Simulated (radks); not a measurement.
The numbers below are computed, except where a source is named.
Ionisation of neutral potassium, [Ar] 4s1, to [Ar] as the strength of local exchange is varied. Level of theory: non-relativistic Kohn-Sham, Slater X-alpha exchange (alpha = 2/3 is LDA exchange), no correlation, spin-unpolarised, spherical densities, point nucleus (a radial shooting solver on a logarithmic mesh with Libxc functionals).

alpha  E(K) (hartree)  exchange (hartree)  IE (eV)  -e of the level emptied (eV)  <r> of it (bohr)
0.667      -596.71411           -30.12657    3.705                    1.755 (4s)             5.193
0.688      -597.66326           -31.11704    3.774                    1.819 (4s)             5.143
0.729      -599.52006           -33.05816    3.911                    1.946 (4s)             5.049
0.745      -600.24599           -33.81831    3.965                    1.997 (4s)             5.013
0.77       -601.38174           -35.00900    4.050                    2.078 (4s)             4.959
0.993      -611.59276           -45.78934    4.852                    2.853 (4s)             4.530
?          -598.47784           -31.96804    3.834                    1.875 (4s)             5.101

Which alpha was used in the last row?

Answer. alpha = 0.706. NIST Atomic Spectra Database: 4.341 eV (measured). The Delta-SCF value meets it near alpha = 0.85. Spin polarisation and multiplet splitting are left out, so open shells lie too high by an amount that depends on their filling.

Beside tabulated values, note that spin-unpolarised runs miss the spin-polarisation part of the exchange energy of open shells.
